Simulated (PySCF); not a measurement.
A structure optimised at PBE0-D3(BJ)/def2-SVP, used in a PySCF frequency run:

```
B
O 1 1.3446
H 2 0.9647 1 111.60
O 1 1.3527 2 121.53 3 0.00
H 4 0.9621 1 113.43 2 180.00
Br 1 1.9373 2 117.76 3 180.00
```

**Question.** Write its SMILES, formula and point group.

**Answer.** OB(O)Br, BBrH2O2, Cs

**Question.** What are its rotational constants (standard atomic weights)?

**Answer.** 10.254, 2.8608, 2.2368 GHz
